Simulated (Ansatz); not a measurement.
Isolated molecules relaxed with PBE0-D4/def2-TZVP in Ansatz; ΔE leaves out vibrations. CCSD(T)/CBS is the MP2 limit (def2-TZVPP, def2-QZVPP) plus CCSD(T) − MP2 in def2-TZVPP, frozen cores. This one scheme is used for every species. Functionals use def2-TZVPP. B3LYP here is the variant with VWN-RPA as its local correlation; programs differ in this. One conformer a species, not always the lowest.

Reaction (redistribution): `B[SiH2]C(F)Cl` + `N[SiH](O)F` → `B[SiH](N)F` + `O[SiH2]C(F)Cl`

| level | ΔE (kcal/mol) |
| --- | --- |
| PBE-D4 | 6.1 |
| B3LYP-D4 | 6.1 |
| MP2/CBS(def2) | 6.6 |
| CCSD/CBS(def2) | 6.9 |

(1) What does CCSD(T)/CBS give? (Estimate.)

Largest T1 diagnostic among the species: 0.012.

Results:

(1) Computed: +6.9 kcal/mol. The listed levels differ from it by -0.8, -0.8, -0.3, 0.0 kcal/mol.

From PBE to PBE0 (25 % exact exchange), in def2-TZVPP and without D4, ΔE moves by +0.7 kcal/mol.
